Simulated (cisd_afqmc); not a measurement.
Input (AFQMC/CISD/def2-SVP; cisd_afqmc is a phaseless AFQMC code with CISD trial states that reads the integrals written by Ansatz):

Ansatz 0.2 input:
```python
import cisd_afqmc

open("ham.yaml", "w").write("""\
crystal:
  periodic: [false, false, false]
  atoms:
    - {symbol: Sb, position_ang: [0.73895523, 0.42056291, 0.25356927]}
    - {symbol: Br, position_ang: [-0.88858656, 1.06228439, -1.43424961]}
    - {symbol: Br, position_ang: [-0.18817678, -1.67510462, 1.06476296]}
basis:
  gaussian:
    orbitals: def2-SVP
total_charge: 1
magnetization: {spin_polarized: false}
correlation: {method: ccsd, electrons: outside_noble_gas, hamiltonian_folder: ham}
""")
rep = cisd_afqmc.ansatz("ham.yaml")
e_ccsd = rep["correlation"]["coupled_cluster"]["energy"]["hartree"]
out = cisd_afqmc.run("ham", e_ccsd, trial="CISD", walkers=100, populations=8, threads=8, dt=0.005, steps=40, early=36, settle=10, least=32,
    cut=5e-5, rank_cut=2e-4, target=0.0004, seconds=1500, seed=1, memory=17280, gpu=False)
```

Output:

```
orbitals 53, occupied [9], factors 307 of 940, rank of the doubles 165 of 396
E(HF) = -5383.240058
E(CCSD) on the cut factors = -5383.583003, shift to the whole factors -0.000003
Energy of the trial state on the determinant = -5383.583012
  tau behind 10.8 of longer steps, mean of the populations' last blocks
   2.0  -5383.60068
   4.0  -5383.59953
   6.0  -5383.59947
   8.0  -5383.60008
  10.0  -5383.59802
  12.0  -5383.59695
  14.0  -5383.59726
  16.0  -5383.59797
  18.0  -5383.59644
  20.0  -5383.59605
  22.0  -5383.59847
  24.0  -5383.59750
blocks 1138 (0 outliers left out), error by blocks joined: 1: 0.00017, 2: 0.00022, 4: 0.00028, 8: 0.00034, 16: 0.00040
E(AFQMC/CISD) = -5383.59841 +/- 0.00040
```
